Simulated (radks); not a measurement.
Q: The tantalum ion Ta4+, 69 electrons, occupied as [Xe] 4f14 5d1. Calculated with a radial shooting solver on a logarithmic mesh with Libxc functionals: Dirac Kohn-Sham, LDA (Slater exchange, Perdew-Wang correlation), spin-unpolarised, spherical densities, point nucleus; open shells fill j = l - 1/2 first. Some entries of the table are withheld. Estimate them.

orbital,occ.,eigenvalue (eV),<1/r> (bohr^-1),<r> (bohr)
1s1/2,2,(1),85.41,(2)
2s1/2,2,-11585.61,20.74,0.07838
2p1/2,2,(3),20.71,0.06489
2p3/2,4,(4),17.49,0.07273
3s1/2,2,-2685.951,(5),0.2045
3p1/2,2,-2459.614,7.525,0.1944
3p3/2,4,-2186.501,6.694,0.2090
3d3/2,4,-1803.309,6.590,(6)
3d5/2,6,-1743.772,6.393,(7)
4s1/2,2,-580.6090,3.197,(8)
4p1/2,2,-487.3532,3.087,0.4646
4p3/2,4,-424.2462,2.795,0.4980
4d3/2,4,-270.7932,2.579,0.5167
4d5/2,6,-259.2010,2.509,0.5283
5s1/2,2,-114.9074,1.234,1.091
5p1/2,2,-87.4104,1.111,1.197
5p3/2,4,-78.1733,1.013,1.292
4f5/2,6,-68.2165,2.025,0.6295
4f7/2,8,-66.2217,1.995,0.6397
5d3/2,1,-41.9244,0.7479,1.710
5d5/2,0,-40.9713,0.7298,1.747

A: 
(1) 1s1/2 eigenvalue (eV): -67264.83
(2) 1s1/2 <r> (bohr): 0.01867
(3) 2p1/2 eigenvalue (eV): -11077.05
(4) 2p3/2 eigenvalue (eV): -9808.134
(5) 3s1/2 <1/r> (bohr^-1): 7.607
(6) 3d3/2 <r> (bohr): 0.1830
(7) 3d5/2 <r> (bohr): 0.1875
(8) 4s1/2 <r> (bohr): 0.4589
